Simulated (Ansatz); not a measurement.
Program: Ansatz. Geometries: PBE0-D4/def2-TZVP. ΔE: electronic, gas phase. CBS: MP2 limit from def2 TZ/QZ plus the TZ coupled-cluster correction, frozen cores. DFT in def2-TZVPP. For Br outer-core shells are correlated without core-valence functions, which leaves a few kJ/mol of doubt a bond. Scalar relativity is left out up to krypton. One conformer a species, not always the lowest.

Consider the substitution at a C–C bond: `CC[C@@H](C)[C@H](C)CC` + HBr → `CCC(C)Br` + `CCCC`.

`CC[C@@H](C)[C@H](C)CC`:

```xyz
26

C     2.199    0.933    1.409
C     1.427    1.525    0.243
C    -0.020    1.050    0.115
C    -0.696    1.771   -1.045
C    -0.158   -0.482    0.042
C     0.562   -1.091   -1.154
C    -1.623   -0.914    0.097
C    -1.823   -2.385    0.421
H     2.372   -0.139    1.287
H     3.177    1.409    1.513
H     1.660    1.074    2.351
H     1.962    1.325   -0.693
H     1.411    2.616    0.342
H    -0.536    1.352    1.037
H    -1.756    1.524   -1.123
H    -0.222    1.524   -1.999
H    -0.619    2.854   -0.916
H     0.316   -0.879    0.949
H     0.507   -2.181   -1.133
H     0.119   -0.759   -2.097
H     1.621   -0.823   -1.171
H    -2.137   -0.310    0.854
H    -2.111   -0.685   -0.857
H    -2.885   -2.630    0.501
H    -1.351   -2.645    1.373
H    -1.397   -3.034   -0.347
```

HBr:

Z-matrix (Å, degrees):
```
Br
H 1 1.420
```

`CCC(C)Br`:

Z-matrix (Å, degrees):
```
C
C 1 1.516
H 1 1.093 2 111.1
H 1 1.092 2 110.8 3 119.8
H 1 1.091 2 111.1 3 -120.1
C 2 1.514 1 114.9 3 57.3
H 2 1.098 1 109.5 3 -62.1
H 2 1.095 1 110.6 3 -179.0
Br 6 1.972 2 110.1 1 63.7
C 6 1.509 2 113.4 1 -174.3
H 6 1.091 2 110.3 1 -49.3
H 10 1.095 6 109.3 2 60.6
H 10 1.092 6 110.9 2 -58.6
H 10 1.090 6 111.6 2 -179.6
```

`CCCC`:

Cartesian coordinates in Å:
```
C 1.868 -0.528 -0.151
C 0.617 0.318 -0.310
C -0.617 -0.319 0.309
C -1.868 0.528 0.151
H 1.744 -1.506 -0.623
H 2.739 -0.049 -0.603
H 2.095 -0.700 0.905
H 0.430 0.504 -1.374
H 0.777 1.304 0.143
H -0.429 -0.506 1.373
H -0.779 -1.304 -0.146
H -2.094 0.703 -0.904
H -1.743 1.506 0.626
H -2.739 0.049 0.603
```

```
     level  ΔE (kJ/mol)
r2SCANh-D4         -8.7
 CAM-B3LYP        -15.4
```

Problem. What does CCSD(T)/CBS give? (Best estimate.)

Solution. Ansatz gave: -4.3 kJ/mol. The listed levels differ from it by -4.4, -11.1 kJ/mol.

Largest T1 diagnostic among the species: 0.009.

Leaving LDA and LC-ωPBE aside and taking each functional with its dispersion term where it has one, the values, not all of them listed here, spread over 14.3 kJ/mol, from B2PLYP to ωB97M-V. LDA lies +25.7 kJ/mol from PBE without D4. The D4 term adds +15.5 kJ/mol with B3LYP and +9.9 kJ/mol with PBE0; it sums over pairs of atoms, weighted by their polarisabilities, and B3LYP, whose exchange is more repulsive, gets the larger term.

B3LYP here is the variant with VWN-RPA as its local correlation; programs differ in this.
